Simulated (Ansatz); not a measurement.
Ansatz (a first-principles code) input:
A basis named .json is the Basis Set Exchange file of that set.

Ansatz 0.2 input:
```yaml
crystal:
  periodic: [false, false, false]
  atoms:
    - {symbol: C, position_ang: [-0.00000000, -0.00000000, -0.51434260]}
    - {symbol: O, position_ang: [0.00000000, 0.00000000, 0.58709749]}
    - {symbol: H, position_ang: [-0.00000000, -0.00000000, -1.61072432]}
basis:
  gaussian:
    orbitals: def2-QZVPP.json
    fitting: {mean_field: def2-universal-jkfit, correlation: def2-QZVPP-RIFIT.json}
total_charge: 1
magnetization: {spin_polarized: false}
correlation: {method: mp2, electrons: outside_noble_gas}
```

Problem. What final total energy does it print?

Solution. -113.40762 Eh (RI-MP2/def2-QZVPP). The basis has 144 functions.

It need not be the lowest isomer of its formula.
